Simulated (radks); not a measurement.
Initial-state core-level shifts of the ruthenium ion Ru2+ when its valence configuration changes from [Kr] 4d6. Calculated with a radial shooting solver on a logarithmic mesh with Libxc functionals: scalar-relativistic Kohn-Sham, SCAN, spin-polarised, spherical densities, finite nucleus; open shells are filled with parallel spins first (spin-orbit coupling, left out, can overturn this in heavy ions); meta-GGA in the generalised Kohn-Sham scheme; Fermi nuclear charge, rms radius 4.4809 fm. Shifts are changes of the shell-averaged eigenvalues in eV (positive: less bound); the change of the density at the nucleus, which sets a Mossbauer isomer shift, is in e/bohr^3, on a base of 1.124e+05.

4d5 5p1: 1s -5.881; 2s -6.201; 3s -6.093; 3d -6.120; density at nucleus +4.36
4d5 5s1: 1s -4.664; 2s -5.011; 3s -4.887; 3d -4.918; density at nucleus +29.09
4d4 5p2: 1s -12.436; 2s -13.124; 3s -12.814; 3d -12.881; density at nucleus +9.38
4d4 5s2: 1s -10.327; 2s -11.010; 3s -10.678; 3d -10.749; density at nucleus +59.09
4d4 5s1 5p1: 1s -11.262; 2s -11.968; 3s -11.641; 3d -11.712; density at nucleus +36.75
4d5.5 5s0.5: 1s -2.320; 2s -2.487; 3s -2.428; 3d -2.444; density at nucleus +14.18
4d3.5 5s1 5p1.5: 1s -14.612; 2s -15.515; 3s -15.066; 3d -15.160; density at nucleus +40.47
